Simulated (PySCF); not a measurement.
GeP⁺: from constants to spectrum

UHF-CCSD(T) constants of GeP⁺, ³Σ⁻ (triplet), unpaired electrons π ↑↑ (Ge def2-SVP, P def2-SVP; no relativity (PySCF 2.14); masses 73.9212 and 30.9738 u):

* ωe: 374.9 cm⁻¹
* ωexe: 1.56 cm⁻¹
* Be: 0.14261 cm⁻¹
* αe: 0.000753 cm⁻¹
* De to Ge⁺ + P: 2.09 eV

**Question.** What force constant and bond length do these constants imply?

**Answer.** Reduced mass μred = 21.828 u; k = 5.8918×10⁻⁷·μred·ωe² (u, cm⁻¹, mdyn/Å) = 1.81 mdyn/Å; Re = √(16.8576/(μred·Be)) (u, cm⁻¹, Å) = 2.327 Å.

**Question.** Estimate the centrifugal constant D from the Kratzer relation and find the Dunham coefficient a1.

**Answer.** D = 4Be³/ωe² = 8.25e-08 cm⁻¹; a1 = −1 − αeωe/(6Be²) = -3.31.

Correlated steps freeze 14 core orbitals. Correlated levels converge slowly with the basis: in double zeta they bind strong bonds too weakly, by up to about 1 eV, and carry superposition errors of some tenths. Spin–orbit coupling is left out. For an ion De counts to the pair picked by the measured ionisation energies or electron affinities, which need not be the lowest pair at this level. The state is the lowest determinant that a PBE0 search found; another state may lie lower at other levels.
